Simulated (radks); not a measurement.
The nuclear charge of the iron ion Fe+ is varied continuously with 25 electrons held in [Ar] 3d6 4s1. All-electron calculation, scalar-relativistic Kohn-Sham, PBE, spin-polarised, spherical densities, finite nucleus; open shells are filled with parallel spins first; Fermi nuclear charge, rms radius 3.7377 fm. Program: a radial shooting solver on a logarithmic mesh with Libxc functionals. By the Hellmann-Feynman theorem dE/dZ = E(electron-nucleus)/Z, the electronic potential at the nucleus (averaged over a nucleus of fixed radius). The scalar-relativistic energy here is not variational (the density holds large components alone), so the two differ by a part that grows with Z.

Z      E (hartree)  E(electron-nucleus)/Z (hartree)  HOMO  e(HOMO) (eV)  <r> HOMO (bohr)
25     -1158.44607                         -110.770    3d        -1.062            1.564
25.25  -1186.34744                         -112.268    3d        -3.556            1.388
25.5   -1214.62330                         -113.760    3d        -6.460            1.284
25.75  -1243.27230                         -115.247    3d        -9.718            1.208
26     -1272.29346                         -116.731    4s       -13.070            2.656
26.25  -1301.68604                         -118.212    4s       -15.593            2.553
26.5   -1331.44947                         -119.691    4s       -18.268            2.458
26.75  -1361.58331                         -121.168    4s       -21.089            2.373
27     -1392.08723                         -122.644    4s       -24.052            2.294

The central difference of E at Z = 26 is -116.827 hartree, to compare with the third column; the second derivative is -5.94 hartree.
